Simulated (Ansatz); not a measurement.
C₂H₈BNSn, relaxed with RKS PBE0-D4/def2-TZVP in Ansatz from a PBE-D4/def2-SVP geometry. The force threshold is 0.005 eV/Å; the program also tests the step.

Total charge 0; spin multiplicity 1. Sn takes the def2 core potential. The bonds changed during the relaxation, so this is another structure than the one it started from.

Start:

```xyz
13

B    -0.405   -0.153   -1.556
C    -0.799   -0.191   -0.094
Sn    1.828    0.370   -1.528
N    -1.076   -0.212    1.055
C    -1.313   -0.216    2.442
H    -0.995    0.751   -2.136
H    -0.523   -1.264   -2.061
H     2.171    1.896   -0.760
H     2.456    0.472   -3.142
H     2.803   -0.801   -0.684
H    -1.652   -1.220    2.770
H    -2.103    0.520    2.697
H    -0.390    0.047    2.999
```

```tsv
step	energy (eV)	largest force (eV/Å)	largest move (Å)
1	-10197.3117	1.831	0.000
2	-10197.3748	0.192	0.066
3	-10197.3821	0.065	0.039
4	-10197.3825	0.032	0.013
5 (rejected)	-10197.3825	0.046	0.002
6	-10197.3826	0.019	0.001
7	-10197.3827	0.002	0.008
```

End:

```xyz
13

B    -0.392   -0.150   -1.542
C    -0.789   -0.188   -0.083
Sn    1.816    0.368   -1.522
N    -1.062   -0.210    1.043
C    -1.308   -0.215    2.427
H    -0.989    0.738   -2.098
H    -0.525   -1.246   -2.025
H     2.157    1.876   -0.765
H     2.437    0.467   -3.116
H     2.781   -0.787   -0.687
H    -1.643   -1.207    2.736
H    -2.086    0.512    2.664
H    -0.396    0.042    2.969
```

Run time 40 s (2 threads of an AMD EPYC 7R13 on a shared host and a share of an NVIDIA H100 80 GB); peak host memory 0.84 GiB.
